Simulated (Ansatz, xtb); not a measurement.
# Ranking isomers of C6H5FS

5 gas-phase structures of C6H5FS, from a drawn sample of its isomers (lower ones may exist). Each was relaxed with GFN2-xTB; where two conformers were screened, the lower at r2SCAN-D4/def2-SVP//GFN2-xTB is listed:

A. `Fc1ccc(S)cc1`, a singlet
B. `C=Cc1sccc1F`, a singlet
C. `C=Cc1csc(F)c1`, a singlet
D. `C=Cc1cscc1F`, a singlet
E. `Fc1cccc(S)c1`, a singlet

Estimate their order in r2SCAN-D4/def2-SVP//GFN2-xTB energy at these geometries, lowest first.

Calculated order at r2SCAN-D4/def2-SVP//GFN2-xTB: E (0.0), A (1.0), B (22.5), D (24.3), C (27.8) kcal/mol. Less than 1 kcal/mol parts E and A, so the order within that pair means little.

Energies above the lowest of each column, in kcal/mol; the last columns are at r2SCAN-D4/def2-SVP geometries and were run for some of them only (a dash: not run or not comparable):

```csv
structure,GFN2-xTB,HF/STO-3G,r2SCAN-D4/def2-SVP//GFN2-xTB,r2SCAN-D4/def2-SVP,CCSD(T)/def2-SVP + ΔMP2/def2-TZVPP
E,0.0,0.0,0.0,0.0,0.0
A,0.2,0.7,1.0,0.9,0.7
B,21.0,24.7,22.5,22.2,18.7
D,22.7,26.0,24.3,–,–
C,24.4,25.6,27.8,–,–
```

Every level run on E puts it lowest or level with the lowest. Some further structures that were screened fall inside this span and aren't listed. Flexible structures stand in one conformer each, not always the lowest. Frequencies (GFN2-xTB) were run for A, B, E alone. ΔMP2 is the change of the MP2 energy from the smaller to the larger basis.

Over these structures GFN2-xTB departs from r2SCAN-D4/def2-SVP//GFN2-xTB by 0.8 kcal/mol on average once a common shift is removed. A GFN2-xTB relaxation took about 0.071 s and the r2SCAN-D4/def2-SVP//GFN2-xTB energy about 2 s on a shared host (Ansatz 0.2.0, xtb 6.7.1).
